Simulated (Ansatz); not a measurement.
Species: C3H7N, SMILES `C=CCN` (charge 0, multiplicity 1).

Problem. Give a relaxed geometry from r2SCAN-D4/def2-TZVP (Ansatz, an electronic-structure program).

Solution. Several could match; the one computed here: the end point of this relaxation, one of several conformers (outside a Z-matrix the atoms follow the SMILES, hydrogens last).
Cartesian coordinates (Å) in one orientation:
```xyz
11

C      1.344     0.250    -0.723
C      0.654    -0.680    -0.074
C     -0.718    -0.506     0.516
N     -1.363     0.789     0.371
H      0.946     1.248    -0.881
H      2.332     0.048    -1.121
H      1.092    -1.669     0.062
H     -1.381    -1.269     0.086
H     -0.671    -0.748     1.585
H     -1.450     1.025    -0.612
H     -0.786     1.512     0.790
```
